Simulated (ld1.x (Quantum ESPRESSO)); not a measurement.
**neon: one change to a PAW potential, before and after**

* Element: Ne
* Generator: ld1.x (Quantum ESPRESSO) 7.5
* Type: PAW
* Functional: PBEsol
* Relativity: scalar-relativistic
* Frozen core: [He]
* Valence charge: 8
* Reference configuration: 2s2 2p6
* Partial waves: 2s (bound): rcut 0.70, rcutus 0.80 bohr; 2s channel at -2.35 Ry: rcut 0.70, rcutus 0.80 bohr; 2p (bound): rcut 0.90, rcutus 1.05 bohr; 2p channel at 0.05 Ry: rcut 0.90, rcutus 1.05 bohr
* Local potential: all-electron potential smoothed inside 0.90 bohr (lloc = -1)
* Core correction: Bessel-smoothed model core inside 0.55 bohr
* Augmentation charge: GAUSS, radius 0.80 bohr

Change: waves 2s (bound): rcut 0.70, rcutus 0.74 bohr; 2s channel at -2.35 Ry: rcut 0.70, rcutus 0.74 bohr.

Cutoffs: the cutoffs (Ry, on a coarse ladder) from which the occupation-weighted sum of valence levels, in a spherical-Bessel basis at the reference potential, stays within 10 and 1 mRy of its value at 400 Ry; they do not see the model core or the augmentation charge, which bear on the density cutoff. Errors are all-electron minus pseudo energies relative to the spin-unpolarised reference configuration.

Problem. How do hardness, ghosts and transferability respond?

Solution. The potential gets harder (70 Ry and 120 Ry → 70 Ry and 140 Ry); the errors of the 6 common tests hardly move; neither file shows a bound ghost. A smaller radius makes the pseudo-wave follow the all-electron one further in, where it bends more sharply, so more plane waves are needed.

```tsv
quantity	base	changed
cutoff, loose	70 Ry	70 Ry
cutoff, tight	120 Ry	140 Ry
loose cutoff by channel (10 mRy a level)	s 35 Ry, p 60 Ry	s 30 Ry, p 60 Ry
bound ghosts	none	none
error for 2s2 2p5, meV [ΔE 22.40 eV]	-1.8	-1.7
error for 2s2 2p4, meV [ΔE 65.56 eV]	-6.6	-6.2
error for 2s2 2p3, meV [ΔE 132.85 eV]	-17	-16
error for 2s2 2p2, meV [ΔE 227.28 eV]	-24	-21
error for 2s1 2p6, meV [ΔE 45.67 eV]	-2.4	-2.3
error for 2s2 2p5.5, meV [ΔE 8.83 eV]	-0.8	-0.7
s: phases at 1.15 bohr within 0.05 rad from the reference energy up to (Ry; the scan ends near 5)	to the end of the scan	to the end of the scan
p: phases at 1.15 bohr within 0.05 rad from the reference energy up to (Ry; the scan ends near 5)	to the end of the scan	to the end of the scan
lowest overlap eigenvalue by channel	s 0.57, p 0.91	s 0.55, p 0.91
```
